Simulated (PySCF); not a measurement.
SMILES [OH][Bi]([OH])[F] (H2BiFO2) (PBE0/def2-SVP optimised geometry):

```
6

Bi    -1.163    -1.018     0.000
F     -1.268     1.018     0.000
O      0.910    -1.018     0.000
H      1.268    -0.233    -0.436
O     -1.552    -1.160    -2.031
H     -1.204    -0.403    -2.521
```

Method: PBE0/def2-TZVP, def2 effective core potentials past Kr run with PySCF.

### Question
What are the frontier orbital energies and the dipole moment?

### Answer
HOMO-2 -9.47 eV, HOMO-1 -8.80 eV, HOMO -8.70 eV, LUMO -1.43 eV, LUMO+1 -0.90 eV; dipole moment 1.67 D.

On the same geometry PBE/def2-TZVP, def2 effective core potentials past Kr (PySCF 2.14.0) gives HOMO-2 -7.80 eV, HOMO-1 -7.22 eV, HOMO -6.98 eV, LUMO -2.15 eV, LUMO+1 -1.63 eV; dipole moment 1.44 D.
